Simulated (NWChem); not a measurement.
System: CH7ClSi2; SMILES [SiH2]([SiH2]C)Cl

Output (shortened):

```
             Northwest Computational Chemistry Package (NWChem) 7.3.0
             --------------------------------------------------------

                             Geometry "geometry" -> ""
                             -------------------------

 Output coordinates in angstroms (scale by  1.889725989 to convert to a.u.)

  No.       Tag          Charge          X              Y              Z
 ---- ---------------- ---------- -------------- -------------- --------------
    1 Si                  14.0000     0.89279100     0.64951200     0.31949600
    2 Cl                  17.0000    -0.79604500     1.79685500    -0.12050100
    3 Si                  14.0000     0.39692300    -1.54301900    -0.35068900
    4 C                    6.0000    -1.24085500    -2.07499100     0.40887100
    5 H                    1.0000     1.14129200     0.75678400     1.78901300
    6 H                    1.0000     2.05698300     1.24562400    -0.40041700
    7 H                    1.0000     1.51537600    -2.44878100     0.06588500
    8 H                    1.0000     0.32261400    -1.55558900    -1.84549000
    9 H                    1.0000    -1.16380600    -2.13679200     1.50495500
   10 H                    1.0000    -1.54931900    -3.06034100     0.02795500
   11 H                    1.0000    -2.02433600    -1.34317100     0.16007200

 Effective nuclear repulsion energy (a.u.)     266.7721202396

  pbe96 is a nonlocal functional; adding pw91lda local functional.
                              NWChem Property Module
                              ----------------------

  itol2e modified to match energy
  convergence criterion.

                                 NWChem DFT Module
                                 -----------------

 Summary of "ao basis" -> "ao basis" (spherical)
 ------------------------------------------------------------------------------
       Tag                 Description            Shells   Functions and Types
 ---------------- ------------------------------  ------  ---------------------
 Si                         cc-pvtz                 12       34   5s4p2d1f
 Cl                         cc-pvtz                 12       34   5s4p2d1f
 C                          cc-pvtz                 10       30   4s3p2d1f
 H                          cc-pvtz                  6       14   3s2p1d

  itol2e modified to match energy
  convergence criterion.

[...]

          -----------------------
          Electric field gradient
          -----------------------

 1 a.u. = 0.324123 10**(16) esu/cm**3  ( or statvolts/cm**2 ) = 0.97174 10**(22) v/m**2

 ------------------------------------------------------------
   Atom      X         Y         Z
 ------------------------------------------------------------
    1 Si   1.68713   1.22740   0.60376
 ------------------------------------------------------------

 Electric field gradient in molecular frame (a.u.)
         XX             YY             ZZ             XY             XZ             YZ
 ------------------------------------------------------------------------------------------
       -0.330960       0.035568       0.295392       0.522060      -0.171532       0.144006

 Principal components (a.u.) and orientation
 of principal axis w.r.t. absolute frame                      Asymmetry parameter eta
 --------------------------------------------------------------------------------------
       -0.748723       0.410369       0.338354                       0.096184

        0.795891       0.517517      -0.314218
       -0.568179       0.817701      -0.092402
        0.209117       0.252074       0.944843

 ------------------------------------------------------------
   Atom      X         Y         Z
 ------------------------------------------------------------
    2 Cl  -1.50431   3.39556  -0.22771
 ------------------------------------------------------------

 Electric field gradient in molecular frame (a.u.)
         XX             YY             ZZ             XY             XZ             YZ
 ------------------------------------------------------------------------------------------
       -1.014207       0.100604       0.913603       1.382920      -0.530988       0.365699

 Principal components (a.u.) and orientation
 of principal axis w.r.t. absolute frame                      Asymmetry parameter eta
 --------------------------------------------------------------------------------------
       -2.086381       1.053895       1.032486                       0.010261

        0.810080      -0.007203       0.586275
       -0.547380       0.349033       0.760626
        0.210108       0.937083      -0.278802

 ------------------------------------------------------------
   Atom      X         Y         Z
 ------------------------------------------------------------
    3 Si   0.75008  -2.91588  -0.66271
 ------------------------------------------------------------

 Electric field gradient in molecular frame (a.u.)
         XX             YY             ZZ             XY             XZ             YZ
 ------------------------------------------------------------------------------------------
        0.083560      -0.111854       0.028295      -0.002755      -0.051881      -0.051313

 Principal components (a.u.) and orientation
 of principal axis w.r.t. absolute frame                      Asymmetry parameter eta
 --------------------------------------------------------------------------------------
       -0.130384       0.117435       0.012950                       0.801361

        0.093016       0.829253       0.551078
        0.938059       0.112543      -0.327687
        0.333756      -0.547424       0.767420

 ------------------------------------------------------------
   Atom      X         Y         Z
 ------------------------------------------------------------
    4 C   -2.34488  -3.92116   0.77265
 ------------------------------------------------------------

[...]
```

Level: PBE/cc-pVTZ. The geometry was optimised at PBE0/def2-SVP. NWChem prints the field gradient with the sign opposite to the second derivative of the potential.

**Question.** Which NWChem input produces such a log?

**Answer.** This is not unique; one that fits is the input that was run:
```
start job
memory heap 200 mb stack 900 mb global 1100 mb
geometry units angstroms noautosym nocenter noautoz
  Si     0.892791     0.649512     0.319496
  Cl    -0.796045     1.796855    -0.120501
  Si     0.396923    -1.543019    -0.350689
  C     -1.240855    -2.074991     0.408871
  H      1.141292     0.756784     1.789013
  H      2.056983     1.245624    -0.400417
  H      1.515376    -2.448781     0.065885
  H      0.322614    -1.555589    -1.845490
  H     -1.163806    -2.136792     1.504955
  H     -1.549319    -3.060341     0.027955
  H     -2.024336    -1.343171     0.160072
end
basis spherical
  Si library cc-pvtz
  Cl library cc-pvtz
  C library cc-pvtz
  H library cc-pvtz
end
dft
  xc xpbe96 cpbe96
  iterations 150
  semidirect filesize 400000000
end
property
  efieldgrad
end
task dft property
```
